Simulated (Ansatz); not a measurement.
Spectroscopic constants of SbN, closed-shell singlet (the spin of the measured ground state). No spin–orbit coupling.

D_e counts from the fitted minimum to each atom's lowest state at the same level, without counterpoise. The singlet is restricted.

Programs: Ansatz (an electronic-structure program) with Gaussian orbitals. Each number belongs to the level named beside it. In def2 rows elements past Kr take small-core potentials, without spin–orbit coupling.

```
level                 bond energy D_e (kJ/mol)
--------------------  ------------------------
SVWN5/def2-TZVPP                         493.1
PBE/def2-TZVPP                           404.0
B97M-V/def2-TZVPP                        339.5
B3LYP/def2-TZVPP                         343.2
PBE0/def2-TZVPP                          304.1
BHLYP/def2-TZVPP                         229.4
CAM-B3LYP/def2-TZVPP                     314.2
wB97X-V/def2-TZVPP                  (withheld)
wB97M-V/def2-TZVPP                       307.2
```

### Question
Complete the blanks.

### Answer

- wB97X-V/def2-TZVPP, bond energy D_e (kJ/mol): 324.8
